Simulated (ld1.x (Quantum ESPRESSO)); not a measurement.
## An all-electron radial function and its pseudo partner (chlorine)

Columns: radius, all-electron u(r) and pseudo u(r) of the 3p shell (level -8.71 eV) of chlorine in the configuration [Ne] 3s2 3p5; LDA (PZ), scalar-relativistic, PAW scheme, ld1.x (Quantum ESPRESSO) 7.5.

```
r (bohr)  all-electron   pseudo
   0.075        0.1350  -0.0072
   0.150        0.2951  -0.0285
   0.225        0.3624  -0.0629
   0.300        0.3405  -0.1084
   0.375        0.2574  -0.1630
   0.450        0.1399  -0.2242
   0.525        0.0080  -0.2892
   0.600       -0.1250  -0.3556
   0.675       -0.2505  -0.4211
   0.750       -0.3639  -0.4838
   0.825       -0.4626  -0.5420
   0.900       -0.5460  -0.5948
   0.975       -0.6144  -0.6413
   1.050       -0.6686  -0.6813
   1.125       -0.7098  -0.7144
   1.200       -0.7394  -0.7403
   1.275       -0.7588  -0.7588
   1.350       -0.7694  -0.7694
   1.425       -0.7727  -0.7727
   1.500       -0.7698  -0.7698
   1.575       -0.7617  -0.7617
   1.650       -0.7495  -0.7495
   1.725       -0.7340  -0.7340
   1.800       -0.7159  -0.7159
   1.875       -0.6958  -0.6958
   1.950       -0.6743  -0.6743
```

Task: How many radial nodes do the two functions have?

Result: The all-electron 3p function has n − l − 1 = 1; the pseudo-wave has 0, since the states of the same l below it are removed with the core.

Task: At about which radius was the pseudo-wave matched?

Result: 1.30 bohr, where the columns begin to agree (steps of 0.07 bohr).

Task: Is the pseudo-wave norm-conserving?

Result: No, it belongs to a PAW set: the norm inside the radius is not constrained, and the difference is carried by the augmentation charge.
